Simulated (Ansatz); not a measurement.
`C[O][Al]([OH])[OH]` + `O[SiH3]` → `[OH][Al]([OH])[O][SiH3]` + CH₃OH  (ligand exchange at the Al–O bond)

Calculated with Ansatz (gas phase, PBE0-D4/def2-TZVP geometries, no zero-point term in ΔE). CCSD(T)/CBS is the MP2 limit (def2-TZVPP, def2-QZVPP) plus CCSD(T) − MP2 in def2-TZVPP, frozen cores. This one scheme is used for every species. Functionals use def2-TZVPP. One conformer a species, not always the lowest.

```csv
level,ΔE (kcal/mol)
PBE-D4,-5.6
ωB97X-V,-6.3
SCS-MP2/def2-TZVPP,-6.8
HF/CBS(def2),-8.2
```

Q: What does CCSD(T)/CBS give? (An estimate is asked.)

A: The calculation gave: -6.8 kcal/mol. The listed levels differ from it by 1.2, 0.5, 0.0, -1.4 kcal/mol.

Largest T1 diagnostic among the species: 0.012.

In def2-TZVPP, CCSD(T) changes the Hartree–Fock value by +1.2 kcal/mol (the triples alone add +0.2 kcal/mol) and MP2 by +1.5 kcal/mol. From PBE to PBE0 (25 % exact exchange), in def2-TZVPP and without D4, ΔE moves by −0.7 kcal/mol.
